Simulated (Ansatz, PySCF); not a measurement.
Complex: N2 (SMILES N#N) (first 2 atoms) with PH3 (SMILES P); geometry from B3LYP-D3(BJ)/def2-TZVP, rigid monomers moved along the line of their centres of mass till N2···H6 is 2.96 Å.
(charge 0, multiplicity 1):
| atom | x (Å) | y (Å) | z (Å) |
|---|---|---|---|
| N | -0.4741 | 0.5288 | -0.2586 |
| N | 0.5442 | 0.1394 | -0.2948 |
| P | 0.1710 | -0.1745 | 3.4052 |
| H | -0.8150 | -0.7908 | 2.5925 |
| H | -0.0345 | 1.1047 | 2.8274 |
| H | 1.2260 | -0.4985 | 2.5139 |

Monomers are frozen at their geometry in the pair; levels with a basis set take the counterpoise correction.

Cores are frozen in the correlated methods. CBS(a, b) extrapolates the correlation energy as X⁻³ and adds the Hartree–Fock energy of set b.

Programs: Ansatz (Gaussian basis) for Hartree–Fock, density functionals and correlated methods; PySCF for the dispersion terms. Each number belongs to the level named beside it.

PBE/def2-TZVPPD gives 0.56 kcal/mol for the interaction energy.

Question: How do the other levels lie against it? Give each less PBE: PBE-D3(BJ)/def2-TZVPPD, r2SCAN/def2-TZVPPD, B3LYP/def2-TZVPPD, wB97M-V/def2-TZVPPD, MP2/CBS(aug-cc-pV(D+d)Z, aug-cc-pV(T+d)Z), CCSD(T)/CBS(aug-cc-pV(D+d)Z, aug-cc-pV(T+d)Z).

Answer: PBE-D3(BJ)/def2-TZVPPD -0.85; r2SCAN/def2-TZVPPD -0.34; B3LYP/def2-TZVPPD 0.63; wB97M-V/def2-TZVPPD -0.60; MP2/CBS(aug-cc-pV(D+d)Z, aug-cc-pV(T+d)Z) -0.82; CCSD(T)/CBS(aug-cc-pV(D+d)Z, aug-cc-pV(T+d)Z) -0.68 kcal/mol. 1 of 6 lie above PBE; the widest gap is to PBE-D3(BJ)/def2-TZVPPD.

Ansatz is a quantum-chemistry and plane-wave program.
